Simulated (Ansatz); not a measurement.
CH3Cl2In, SMILES `[CH3][In]([Cl])[Cl]`, relaxed with RKS PBE0-D4/def2-TZVP in Ansatz from a GFN2-xTB geometry. The force threshold is 0.005 eV/Å; the program also tests the step.

Total charge 0; spin multiplicity 1. In: def2 effective core potential.

Start:

```xyz
7

C     0.111    1.116    0.356
In   -0.098   -0.999   -0.319
Cl    1.292   -2.709    0.368
Cl   -1.742   -1.708   -1.776
H    -0.841    1.612    0.198
H     0.384    1.105    1.407
H     0.894    1.584   -0.235
```

**Question.** How much energy does the relaxation release, and in how many steps? (Estimate.)

**Answer.** Ansatz gave: 1.46 kcal/mol, in 4 steps.

**Question.** Which bonds change most? (An estimate is asked.)

**Answer.** Ansatz gave: C1–In2 from 2.230 to 2.126 Å; In2–Cl4 from 2.308 to 2.323 Å; In2–Cl3 from 2.308 to 2.323 Å; C1–H7 from 1.087 to 1.090 Å.

**Question.** Give the relaxed structure. (Estimate.)

**Answer.** Computed: 
```xyz
7

C     0.104    1.074    0.346
In   -0.098   -0.941   -0.299
Cl    1.292   -2.677    0.371
Cl   -1.733   -1.690   -1.770
H    -0.838    1.598    0.194
H     0.384    1.086    1.399
H     0.889    1.551   -0.241
```
